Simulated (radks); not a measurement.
The mean radii <r> (bohr) of the occupied orbitals of an atom or ion are listed with their occupations. All-electron calculation, scalar-relativistic Kohn-Sham, SCAN, spin-polarised, spherical densities, finite nucleus; meta-GGA in the generalised Kohn-Sham scheme; Fermi nuclear charge, rms radius of each element as measured or else 0.836 A^(1/3) + 0.57 fm. Program: a radial shooting solver on a logarithmic mesh with Libxc functionals.

| orbital | occ. | <r> |
|---|---|---|
| 1s down | 1 | 0.01867 |
| 1s up | 1 | 0.01867 |
| 2s up | 1 | 0.07892 |
| 2s down | 1 | 0.07892 |
| 2p up | 3 | 0.07056 |
| 2p down | 3 | 0.07056 |
| 3s up | 1 | 0.2046 |
| 3s down | 1 | 0.2046 |
| 3p up | 3 | 0.2047 |
| 3p down | 3 | 0.2047 |
| 3d up | 5 | 0.1857 |
| 3d down | 5 | 0.1857 |
| 4s up | 1 | 0.4586 |
| 4s down | 1 | 0.4586 |
| 4p up | 3 | 0.4873 |
| 4p down | 3 | 0.4873 |
| 4d up | 5 | 0.5232 |
| 4d down | 5 | 0.5229 |
| 5s up | 1 | 1.099 |
| 5s down | 1 | 1.095 |
| 5p up | 3 | 1.282 |
| 5p down | 3 | 1.271 |
| 4f up | 7 | 0.6388 |
| 4f down | 7 | 0.6342 |
| 5d up | 2 | 1.830 |

Name the element and its charge. Open shells, if any, are filled with parallel spins first.

Answer. Z = 73, tantalum, charge +3: Ta3+ in [Xe] 4f14 5d2. The 1s radius gives Z: for a bare nucleus <r> = (2 gamma + 1)/(2Z) with gamma = sqrt(1 - (Z/c)^2), 0.01844 bohr for Z = 73, and screening makes it slightly larger (0.01867 here). The occupations add up to 70, and the charge is Z minus that.
